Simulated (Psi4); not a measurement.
Psi4 input (wB97X-D/6-31G*):

```
memory 1500 MB

molecule {
1 2
N    -1.70610600   -0.30198400    0.09266800
B    -0.34388800   -0.06086900    0.01867800
Cl    0.25552600    1.55704800   -0.37806600
Cl    0.81122800   -1.36823000    0.32012500
H    -2.08200400   -1.20817100    0.31535200
H    -2.39063600    0.41650500   -0.07241800
symmetry c1
no_reorient
no_com
}

set {
  basis 6-31G*
  reference uks
  scf_type pk
  dft_radial_points 99
  dft_spherical_points 590
  e_convergence 1e-8
  d_convergence 1e-7
  maxiter 150
}

e = energy('wb97x-d')
print_out(f'\nFINAL {e:.10f} DIPOLE {variable("CURRENT DIPOLE")[0]:.6f} {variable("CURRENT DIPOLE")[1]:.6f} {variable("CURRENT DIPOLE")[2]:.6f}\n')
```

From the output:

```
              A
    DOCC [    23 ]
    SOCC [     1 ]
    NA   [    24 ]
    NB   [    23 ]

  @UKS Final Energy: -1000.85903997038315

   => Energetics <=

    Nuclear Repulsion Energy =            181.3778105448237454
    One-Electron Energy =               -1728.2927131122241917
    Two-Electron Energy =                 595.2839855097333839
    DFT Exchange-Correlation Energy =     -49.2269565705717440
    Empirical Dispersion Energy =          -0.0011663421442550
    VV10 Nonlocal Energy =                  0.0000000000000000
    Total Energy =                      -1000.8590399703831508

  UHF NO Occupations:
  HONO-2 :   22  A 1.9997626
  HONO-1 :   23  A 1.9976549
  HONO-0 :   24  A 1.0000000
  LUNO+0 :   25  A 0.0023451
  LUNO+1 :   26  A 0.0002374
  LUNO+2 :   27  A 0.0002066
  LUNO+3 :   28  A 0.0000611

Computation Completed

Properties will be evaluated at   0.000000,   0.000000,   0.000000 [a0]

Properties computed using the SCF density matrix

 Multipole Moments:

 ------------------------------------------------------------------------------------
     Multipole            Electronic (a.u.)      Nuclear  (a.u.)        Total (a.u.)
 ------------------------------------------------------------------------------------

 L = 1.  Multiply by 2.5417464519 to convert [e a0] to [Debye]
 Dipole X            :         -0.8445992           -0.0000076           -0.8446068
 Dipole Y            :         -0.1495183            0.0000132           -0.1495051
 Dipole Z            :          0.0458715            0.0000057            0.0458771
 Magnitude           :                                                    0.8589628

 ------------------------------------------------------------------------------------

FINAL -1000.8590399704 DIPOLE -0.844607 -0.149505 0.045877

*** Psi4 exiting successfully. Buy a developer a beer!
```

The dipole moment of an ion depends on the origin.

The geometry given is a B3LYP-D3(BJ)/def2-TZVP minimum of the species of charge 0 and multiplicity 1, not of this state.
